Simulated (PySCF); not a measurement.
Ge(F)(NH2)3, H₆FGeN₃, SMILES [NH2][Ge]([NH2])([NH2])[F] (PBE0/def2-SVP optimised geometry):

```
11

N     -1.033     1.443     0.000
Ge    -0.395    -0.250     0.000
N      1.414    -0.250     0.000
N     -1.027    -1.170     1.425
F     -0.953    -1.046    -1.465
H     -1.857     1.600    -0.573
H     -0.328     2.143    -0.212
H      1.823    -0.931     0.633
H      1.857    -0.317    -0.912
H     -1.802    -0.710     1.892
H     -1.259    -2.143     1.252
```

Calculation: PBE0/def2-TZVP (PySCF 2.14.0).

Q: What are the frontier orbital energies and the dipole moment?

A: HOMO-2 -7.81 eV, HOMO-1 -7.78 eV, HOMO -7.78 eV, LUMO 0.34 eV, LUMO+1 1.63 eV; dipole moment 0.25 D.

On the same geometry PBE/def2-TZVP (PySCF) gives HOMO-2 -6.28 eV, HOMO-1 -6.24 eV, HOMO -6.23 eV, LUMO -0.54 eV, LUMO+1 0.78 eV; dipole moment 0.26 D.

Meta-Löwdin charges at PBE0/def2-TZVP: N1 -0.73, Ge2 1.29, N3 -0.73, N4 -0.73, F5 -0.55, H6 0.24, H7 0.24, H8 0.24, H9 0.24, H10 0.24, H11 0.24.
